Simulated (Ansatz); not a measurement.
Calculated with Ansatz (gas phase, PBE0-D4/def2-TZVP geometries, no zero-point term in ΔE). CCSD(T)/CBS is the MP2 limit (def2-TZVPP, def2-QZVPP) plus CCSD(T) − MP2 in def2-TZVPP, frozen cores. This one scheme is used for every species, atoms too. For atomizations the MP2-based limit and the directly extrapolated one differ by several kJ/mol either way, and by 10 to 25 for some Ge, Se and Sn compounds, so smaller differences from it don't rank the levels. Functionals use def2-TZVPP. No spin–orbit coupling; open shells (•) take unrestricted orbitals. Spin–orbit coupling would lower the free atoms: a little for C, O. Elements past krypton have def2 core potentials. For Sb outer-core shells are correlated without core-valence functions, so the limit isn't a true one: a few kJ/mol of doubt a bond, and 10 to 20 or more in all where bonds break to atoms. One conformer a species, not always the lowest.

Reaction (atomization): `OC(O)[NH][SbH2]` → C• + 6 H• + N• + 2 O• + Sb•

| level | ΔE (kcal/mol) |
| --- | --- |
| PBE-QIDH | 856.6 |
| BLYP | 872.4 |

(1) What does CCSD(T)/CBS give? (Best estimate.)

Largest T1 diagnostic among the species: 0.013.

Results:

(1) The calculation gave: +877.3 kcal/mol. The listed levels differ from it by -20.7, -4.9 kcal/mol.

From BLYP to BHLYP (50 % exact exchange), in def2-TZVPP and without D4, ΔE moves by −45.0 kcal/mol: exact exchange takes away binding that semilocal exchange gives to molecules. Leaving LDA and LC-ωPBE aside and taking each functional with its dispersion term where it has one, the values, not all of them listed here, spread over 67.0 kcal/mol, from BHLYP-D4 to PBE-D4. LDA lies +146.4 kcal/mol from PBE without D4, its usual overbinding.
